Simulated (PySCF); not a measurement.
Electron correlation in Fe⁶⁺ (iron, charge +6)

Starting occupation: [Ar] 3d2, 3d3/2 with m_j = +1/2, +3/2. Computed with PySCF 2.14 in an even-tempered Gaussian basis (18 s from 0.27 bohr⁻², ratio 2.8; 12 p from 0.35 bohr⁻², ratio 2.8; 9 d from 0.35 bohr⁻², ratio 2.8; 4 f from 1.2 bohr⁻², ratio 3), with X2C-1e with screened-nucleus spin-orbit coupling, Gaussian nucleus. Frozen: [Ne]; 10 electrons correlated; the 82 highest virtual spinors left out.

MP2 pair energies summed by pair of shells (mhartree):

```tsv
pair	energy	share (%)
3p-3p	-152.95	48.4
3d-3p	-94.48	29.9
3p-3s	-43.34	13.7
3d-3s	-12.56	4.0
3s-3s	-8.29	2.6
3d-3d	-4.51	1.4
```

Total MP2 correlation energy: -316.11 mhartree.

The GHF reference relaxed away from the jj start to a determinant that is no pure jj level (⟨S²⟩ = 1.99, ⟨J²⟩ = 7.59); the energies belong to that determinant.
